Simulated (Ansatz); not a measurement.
A nudged elastic band was laid between two geometries of C2H9FSSi2 (15 atoms, charge 0, multiplicity 1).

These are results of Ansatz 0.2.0, RKS PBE/6-31G*, not measurements.

```yaml
movable_images: 5
climbing_image: yes
spring: 5.0 eV/Å²
optimiser: quadratic models (default)
start_path: through a guess of the saddle point
force_threshold: 0.05 eV/Å
iteration_limit: 60
end_points: relaxed
```

Initial state:

```xyz
15
Properties=species:S:1:pos:R:3
C 0.868 -0.692 1.814
Si 1.054 -0.145 0.018
S 2.379 -1.541 -0.977
C -0.610 -0.142 -0.930
F -0.293 0.143 -2.297
Si -1.874 1.174 -0.360
H 1.854 -0.750 2.305
H 0.249 0.024 2.381
H 0.396 -1.687 1.877
H 1.602 1.250 -0.075
H 2.045 -1.101 -2.221
H -1.069 -1.151 -0.892
H -1.258 2.537 -0.448
H -2.271 0.899 1.064
H -3.095 1.133 -1.230
```

Final state:

```xyz
15
Properties=species:S:1:pos:R:3
C 0.871 -0.622 1.621
Si 1.099 -0.002 -0.151
S 2.575 -1.157 -1.242
C -0.588 0.027 -1.062
F -0.375 0.548 -2.368
Si -1.924 1.130 -0.244
H 1.847 -0.671 2.131
H 0.212 0.049 2.199
H 0.427 -1.633 1.640
H 1.673 1.380 -0.199
H 1.981 -2.367 -1.049
H -0.982 -1.006 -1.161
H -1.385 2.514 -0.044
H -2.323 0.558 1.089
H -3.130 1.200 -1.132
```

Which bonds break or form, and what moves?

No bond is made or broken. The dihedral C4–Si2–S3–H11 goes from 44 to -68°.

Give the energies along the band, and the barrier.

The forces met the threshold. The highest image is number 3 of 0 to 6, 8.8 kJ/mol above the first end and 4.3 kJ/mol above the last; the last end lies 4.5 kJ/mol above the first. A vibrational analysis at the climbing image gives one clearly imaginary mode, 228i cm⁻¹: a first-order saddle point.

```json
{"image": "0", "path coordinate (Å)": "0.00", "energy (kJ/mol)": "0.0", "dihedral C4–Si2–S3–H11 (°)": "44"}
{"image": "1", "path coordinate (Å)": "0.39", "energy (kJ/mol)": "1.6", "dihedral C4–Si2–S3–H11 (°)": "27"}
{"image": "2", "path coordinate (Å)": "0.77", "energy (kJ/mol)": "6.4", "dihedral C4–Si2–S3–H11 (°)": "5"}
{"image": "3", "path coordinate (Å)": "1.16", "energy (kJ/mol)": "8.8", "dihedral C4–Si2–S3–H11 (°)": "-17"}
{"image": "4", "path coordinate (Å)": "1.59", "energy (kJ/mol)": "6.9", "dihedral C4–Si2–S3–H11 (°)": "-39"}
{"image": "5", "path coordinate (Å)": "2.02", "energy (kJ/mol)": "5.0", "dihedral C4–Si2–S3–H11 (°)": "-56"}
{"image": "6", "path coordinate (Å)": "2.45", "energy (kJ/mol)": "4.5", "dihedral C4–Si2–S3–H11 (°)": "-68"}
```

What is the geometry of the highest image?


```xyz
15
Properties=species:S:1:pos:R:3
C 0.829 -0.675 1.735
Si 1.115 -0.025 -0.017
S 2.610 -1.187 -1.091
C -0.534 -0.056 -0.993
F -0.297 0.289 -2.351
Si -1.859 1.157 -0.320
H 1.791 -0.748 2.270
H 0.170 -0.001 2.308
H 0.376 -1.681 1.722
H 1.641 1.378 0.034
H 1.713 -1.841 -1.879
H -0.950 -1.086 -0.966
H -1.330 2.557 -0.357
H -2.203 0.791 1.096
H -3.095 1.077 -1.163
```

What are the harmonic wavenumbers there?

228i, 23, 96, 124, 138, 163, 173, 200, 251, 301, 461, 512, 578, 610, 658, 715, 747, 755, 782, 852, 876, 891, 904, 907, 990, 1055, 1253, 1277, 1436, 1443, 2178, 2187, 2200, 2211, 2616, 2937, 2989, 3075, 3078 cm⁻¹.

The band took 6 iterations and roughly 3 core-minutes.

Run time: 100 s on 2 threads of Arm Neoverse V2, on a shared host, peak memory 0.18 GiB.
